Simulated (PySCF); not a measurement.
Computed properties of B(H)(Br)(OEt) (C2H6BBrO), SMILES CCOBBr

C₂H₆BBrO, SMILES B(Br)OCC. Geometry: PBE0-D3(BJ)/def2-SVP. This is a generated structure with no PubChem entry under its InChIKey; it may be hypothetical. Other conformers were not sampled. All values are computed for the isolated molecule unless a solvent is named; none is compared with measurement here.

**Structure.** All 27 harmonic modes at PBE0-D3(BJ)/def2-SVP (PySCF) are real, so it is a minimum. With heavy atoms numbered as in [BH:1]([Br:3])[O:4][CH2:5][CH3:6], the shortest bond between them is B1–O4 at 1.331 Å and the longest B1–Br3 at 1.918 Å.

**Vibrations.** The strongest infrared lines (harmonic, unscaled, degenerate partners summed) lie at 1404 cm⁻¹ (268 km/mol, H 56 %, C 24 %, O 10 %, B 9 %), 1447 cm⁻¹ (240 km/mol, H 42 %, B 25 %, O 23 %, C 10 %), 1369 cm⁻¹ (123 km/mol, H 72 %, C 20 %). The softest mode is at 58 cm⁻¹ and the zero-point energy is 53.4 kcal/mol.

**Electronic structure.** B3LYP/def2-TZVP (PySCF) places the frontier levels at -7.84 and -0.66 eV, a gap of 7.18 eV, and gives a dipole moment of 2.99 D and a mean polarisability of 63.8 bohr³. PBE/def2-TZVP (PySCF) at the same geometry gives -6.81 and -1.40 eV, so its gap is 1.77 eV narrower. An orbital gap is neither the optical nor the fundamental gap.

**Excitations.** TDDFT-ωB97X/def2-SVPD (PySCF) has S1 at 6.47 eV (192 nm, f = 0.001, dark); the most intense of the 10 singlets computed lies at 7.24 eV (f = 0.17). T1 (TDA) is at 6.24 eV. TDDFT-PBE/def2-SVPD (PySCF) puts S1 at 5.41 eV. No vertical singlet excitation falls in the visible range (under 3.1 eV).

**NMR.** GIAO shifts at PBE0/pcSseg-1 (PySCF) (non-relativistic, atoms alike by connectivity averaged): ¹³C from 21.5 to 72.7 ppm against TMS; ¹H from 1.6 to 5.9 ppm against TMS; ¹¹B at 30.9 ppm against BF3. Without spin–orbit terms, shifts of atoms bonded to Cl or Br come out too high.
